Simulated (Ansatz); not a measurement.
Reaction (ligand exchange at a Ga–N bond): `O=C=[N][Ga]([F])[F]` + H–F → `[F][Ga]([F])[F]` + `N=C=O`

Isolated molecules relaxed with PBE0-D4/def2-TZVP in Ansatz; ΔE leaves out vibrations. CCSD(T)/CBS adds triple-zeta CCSD(T) − MP2 to the extrapolated MP2 energy (def2 sets, frozen cores). This one scheme is used for every species. Functionals use def2-TZVPP. B3LYP here is the variant with VWN-RPA as its local correlation; programs differ in this. For Ga outer-core shells are correlated without core-valence functions, which leaves a few kJ/mol of doubt a bond. Scalar relativity is left out up to krypton. One conformer a species, not always the lowest.

`O=C=[N][Ga]([F])[F]`:

```xyz
6

O    -0.474    2.762    0.311
C    -0.113    1.661    0.384
N     0.313    0.542    0.525
Ga    0.141   -1.102   -0.179
F    -0.921   -1.445   -1.502
F     1.054   -2.419    0.461
```

H–F:

Cartesian coordinates in Å:
```
F -0.022 -0.047 0.457
H 0.022 0.047 -0.457
```

`[F][Ga]([F])[F]`:

Cartesian coordinates in Å:
```
F 0.603 0.483 -1.541
Ga 0.000 0.000 0.000
F -1.215 0.940 0.783
F 0.611 -1.423 0.758
```

`N=C=O`:

Cartesian coordinates in Å:
```
N -0.014 0.488 0.590
C 0.100 -0.068 -0.476
O 0.256 -0.479 -1.551
H -0.343 0.060 1.437
```

CCSD(T)/CBS gives +8.6 kJ/mol.

Question: Another level gave -1.7 kJ/mol. Which?
A. BLYP/def2-TZVPP
B. B3LYP-D4/def2-TZVPP
C. SCS-MP2/def2-TZVPP
D. B97M-V/def2-TZVPP

Answer: B. B3LYP-D4 -1.7, B97M-V -9.1, SCS-MP2/def2-TZVPP 3.1, BLYP -15.6 kJ/mol.

Largest T1 diagnostic among the species: 0.018.

From r2SCAN to r2SCAN0 (25 % exact exchange), in def2-TZVPP and without D4, ΔE moves by +7.4 kJ/mol. The D4 term adds +6.2 kJ/mol with B3LYP and +3.4 kJ/mol with PBE0; it sums over pairs of atoms, weighted by their polarisabilities, and B3LYP, whose exchange is more repulsive, gets the larger term.
